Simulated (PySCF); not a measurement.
**ZnO at r²SCAN0**

Computed with r²SCAN0; basis Zn def2-TZVPP, O def2-TZVPP; no relativity; PySCF 2.14.

For ZnO, the state is ³Π (triplet), unpaired electrons σ ↑, π ↑, the bond length is 0.1849 nm and the harmonic wavenumber is 558 cm⁻¹. The force constant is 2.35 mdyn/Å and the rotational constant Be is 0.3852 cm⁻¹. The anharmonicity ωexe is 4.68 cm⁻¹. The vibration–rotation constant αe is 0.00394 cm⁻¹ and the well depth De to Zn + O is 1.47 eV. The dissociation energy D0 is 1.43 eV, the bond order (Mayer) is 0.91 and the dipole moment (positive dipole means Zn(−)O(+)) is -2.50 D.

The state is the lowest determinant that a PBE0 search found; another state may lie lower at other levels.
